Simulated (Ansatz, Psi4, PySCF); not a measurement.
C4H10S, triplet, at the geometry of the source list (a higher spin typed on purpose: for a closed-shell molecule this is an excited state) (in this run its highest filled SCF level lies above zero, so its values depend strongly on the basis, on diffuse functions most of all). Base run: CCSD(T)/STO-3G (PySCF).

The PySCF input:
```python
from pyscf import gto, scf, cc

mol = gto.Mole()
mol.atom = '''
    C     2.56440000   -0.11540000    0.11420000
    C     1.11170000    0.17840000   -0.20530000
    S     0.05090000   -0.28100000    1.21340000
    C    -1.54800000    0.38980000    0.64800000
    C    -2.16230000   -0.41070000   -0.48500000
    H     2.88150000    0.44890000    0.98760000
    H     3.19280000    0.15800000   -0.73070000
    H     2.69680000   -1.17380000    0.32360000
    H     0.95740000    1.24240000   -0.39360000
    H     0.78340000   -0.39760000   -1.07100000
    H    -1.38760000    1.43110000    0.36450000
    H    -2.18300000    0.35660000    1.53280000
    H    -2.26390000   -1.45350000   -0.19480000
    H    -1.54650000   -0.35710000   -1.37980000
    H    -3.14760000   -0.01590000   -0.72410000
'''
mol.basis = 'sto-3g'
mol.spin = 2
mol.verbose = 4
mol.build()

mf = scf.UHF(mol)
mf.kernel()

mycc = cc.CCSD(mf)
mycc.kernel()
et = mycc.ccsd_t()
print('E(CCSD(T)) = %.10f' % (mycc.e_tot + et))
```

The same geometry, method and basis name were run in Ansatz (a program for electronic structure) and Psi4 and PySCF, at each program's defaults and at the settings that a row names. The base is PySCF at its defaults. Differences at the defaults can come from grids, fitting, cores and function types together.

| code and settings | ΔE vs base (µEh) | basis functions | E (Eh) | SCF cycles |
|---|---|---|---|---|
| PySCF, defaults (exact integrals, spherical functions, all electrons correlated) | 0.0 | 39 | -548.67160 | 16 |
| Psi4, defaults (exact integrals, spherical functions, all electrons correlated) | 0.0 | 39 | -548.67160 | 19 |
| Ansatz, defaults (factorised integrals, spherical functions, frozen core) | 2220 | 39 | -548.66938 | - |
| PySCF, frozen core | 2191 | 39 | -548.66941 | 16 |
| Psi4, exact integrals, spherical functions, frozen core | 2191 | 39 | -548.66941 | 19 |
| Ansatz, high accuracy, frozen core | 2191 | 39 | -548.66941 | - |

Open shells are given as the SCF converged; they aren't shown to be the lowest states, and a large step between rows can be another state.
